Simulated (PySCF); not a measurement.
## CaCl: frontier orbitals

PBEsol at R = 2.433 Å; PySCF, no relativity, basis sets Ca pcseg-2, Cl pcseg-2. State: ²Σ⁺ (doublet), unpaired electrons σ ↑. Only the outer orbitals are listed, counted within each symmetry.

| spin | orbital | occ. | ε (eV) | on Ca (%) | main shells (%) |
| --- | --- | --- | --- | --- | --- |
| α | 3π | 1 | -27.60 | 100 | 100 Ca p |
| α | 3π | 1 | -27.60 | 100 | 100 Ca p |
| α | 8σ | 1 | -27.50 | 99 | 99 Ca p |
| α | 9σ | 1 | -18.36 | 3 | 97 Cl s |
| α | 10σ | 1 | -7.39 | 12 | 87 Cl p |
| α | 4π | 1 | -6.84 | 7 | 93 Cl p |
| α | 4π | 1 | -6.84 | 7 | 93 Cl p |
| α | 11σ | 1 | -3.80 | 99 | 82 Ca s, 11 Ca p |
| α | 1δ | 0 | -2.04 | 100 | 100 Ca d |
| α | 1δ | 0 | -2.04 | 100 | 100 Ca d |
| α | 5π | 0 | -1.99 | 99 | 62 Ca d, 37 Ca p |
| β | 3π | 1 | -27.49 | 100 | 100 Ca p |
| β | 3π | 1 | -27.49 | 100 | 100 Ca p |
| β | 8σ | 1 | -27.35 | 99 | 99 Ca p |
| β | 9σ | 1 | -18.35 | 3 | 97 Cl s |
| β | 10σ | 1 | -7.34 | 11 | 88 Cl p |
| β | 4π | 1 | -6.82 | 6 | 94 Cl p |
| β | 4π | 1 | -6.82 | 6 | 94 Cl p |
| β | 11σ | 0 | -2.79 | 100 | 86 Ca s |
| β | 1δ | 0 | -1.57 | 100 | 100 Ca d |
| β | 1δ | 0 | -1.57 | 100 | 100 Ca d |

Task: Which are the highest filled and the lowest empty level, where do they sit, and how wide is the gap?

Result: Highest filled α 11σ at -3.80 eV (in %: 82 Ca s, 11 Ca p); lowest empty β 11σ at -2.79 eV (in %: 86 Ca s); the gap at PBEsol is 1.01 eV.

```
bond order (Mayer)                               : 0.91
⟨S²⟩                                             : 0.750
charge on Ca (Mulliken, basis-dependent)         : 0.50
charge on Ca (Löwdin, basis-dependent)           : 0.17
dipole moment (positive dipole means Ca(−)Cl(+)) : -4.12 D
```

The state was picked by a PBE0 search and need not be the measured ground state.
